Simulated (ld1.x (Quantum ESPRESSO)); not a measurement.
# Configuration tests for Te (Z = 52) (PAW)

Te, PAW, made with ld1.x (Quantum ESPRESSO) 7.5 (LDA (PZ), scalar-relativistic). Core [Kr], reference 4d10 5s2 5p3.5 (charge +0.5). Waves: 5s (bound): rcut 1.35, rcutus 1.70 bohr; 5s channel at 2.95 Ry: rcut 1.35, rcutus 1.70 bohr; 5p (bound): rcut 1.55, rcutus 1.85 bohr; 5p channel at 0.25 Ry: rcut 1.55, rcutus 1.85 bohr; 4d (bound): rcut 1.30, rcutus 1.60 bohr; 4d channel at -1.4 Ry: rcut 1.30, rcutus 1.60 bohr. Local part: all-electron potential smoothed inside 1.55 bohr (lloc = -2). Core correction: Bessel-smoothed model core inside 1.65 bohr. Augmentation charge: BESSEL, radius 1.10 bohr.

Energies are relative to the spin-unpolarised reference configuration 4d10 5s2 5p3.5; without spin polarisation the order of configurations can differ from experiment. Spin-polarised rows fill each open shell by Hund’s rule, majority spin first.

```tsv
valence configuration	charge	ΔE all-electron (eV)	error AE − PS (meV)
4d10 5s2 5p4	0	-3.985	+1.1
4d10 5s2 5p2	+2	24.105	-6.9
4d10 5s2 5p4.3	-0.3	-5.501	+1.5
4d10 5s2 5p1	+3	51.337	-17
4d9 5s2 5p5	0	34.167	-120
4d10 5s2 5p3.5 (spin-polarised)	+0.5	-0.824	-0.2
4d10 5s2 5p4 (spin-polarised)	0	-4.464	+1.1
```

(1) What are ΔE and the potential's error for 4d10 5s2 5p3?

(2) What are ΔE and the potential's error for 4d10 5s1 5p5?

Levels in the configuration 4d10 5s2 5p1:

```tsv
level	all-electron (eV)	pseudo (eV)
4d	-72.462	-72.507
5s	-43.140	-43.146
5p	-31.989	-31.994
```

## Answers

(1) ΔE = 5.931 eV all-electron; the error (AE − PS) is -1.6 meV.

(2) ΔE = 5.368 eV all-electron; the error (AE − PS) is +0.3 meV.
